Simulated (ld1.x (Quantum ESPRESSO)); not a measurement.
Before and after: TM potential for Bi (Z = 83)

| Quantity | Value |
| --- | --- |
| Element | Bi (Z = 83) |
| Generator | ld1.x (Quantum ESPRESSO) 7.5 |
| Type | norm-conserving Troullier–Martins (Kleinman–Bylander form) |
| Functional | PBE |
| Relativity | scalar-relativistic |
| Frozen core | [Xe] 4f14 |
| Valence charge | 15 |
| Reference configuration | 5d10 6s1.75 6p3.25 |
| Partial waves | 6s (bound): rc 2.00 bohr; 5d (bound): rc 1.30 bohr; 5f channel at 0.05 Ry: rc 2.15 bohr; 6p (bound): rc 1.90 bohr |
| Local potential | the p channel |
| Core correction | a·sin(br)/r model core inside 1.00 bohr |

Change: local potential all-electron potential smoothed inside 1.45 bohr (lloc = -1).

Cutoffs: the cutoffs (Ry, on a coarse ladder) from which the occupation-weighted sum of valence levels, in a spherical-Bessel basis at the reference potential, stays within 10 and 1 mRy of its value at 400 Ry; they do not see the model core or the augmentation charge, which bear on the density cutoff. Errors are all-electron minus pseudo energies relative to the spin-unpolarised reference configuration.

Task: Predict the effect on cutoff, ghosts and configuration errors.

Result: The potential gets neither clearly harder nor softer (90 Ry and 110 Ry → 80 Ry and 110 Ry); the bound ghosts move from s to f, p, s; of the 7 tests that both files solve, the error grows in 4 and shrinks in 1 by more than 15 % and 0.3 meV (median size 1.2 → 4.2 meV); the range in which the s phases agree narrows (upper end 4.0 → 2.7); the range in which the p phases agree widens (upper end 1.8 → at the end of the scan). In the separable form a ghost depends on how the local part lies against the semilocal potential of the channel, so the choice of the local part can create or remove one.

```csv
quantity,base,changed
"cutoff, loose",90 Ry,80 Ry
"cutoff, tight",110 Ry,110 Ry
bound ghosts,s,"f, s, p"
"error for 5d10 6s2 6p3, meV [ΔE -2.49 eV]",+0.3,+0.3
"error for 5d10 6s2 6p2, meV [ΔE 5.43 eV]",-2.4,-4.2
"error for 5d10 6s2 6p1, meV [ΔE 20.67 eV]",-9.6,-14
"error for 5d10 6s2 6p2.5, meV [ΔE 0.61 eV]",-1.1,-1.3
"error for 5d10 6s0 6p5, meV [ΔE 18.01 eV]",-8.1,-21
"error for 5d10 6s2 6p3.3, meV [ΔE -3.58 eV]",+1.2,+0.7
"error for 5d10 6s1 6p3, meV [ΔE 16.24 eV]",-0.8,-11
s: phases at 2.34 bohr within 0.05 rad from the reference energy up to (Ry; the scan ends near 5),4.0,2.7
p: phases at 2.34 bohr within 0.05 rad from the reference energy up to (Ry; the scan ends near 5),1.8,to the end of the scan
d: phases at 2.34 bohr within 0.05 rad from the reference energy up to (Ry; the scan ends near 5),0.3,1.1
f: phases at 2.34 bohr within 0.05 rad from the reference energy up to (Ry; the scan ends near 5),1.5,to the end of the scan
```

 A true bound ghost makes a file unfit for plane-wave use even where its test errors are small: the radial tests pick states by their node count and pass the ghost by.
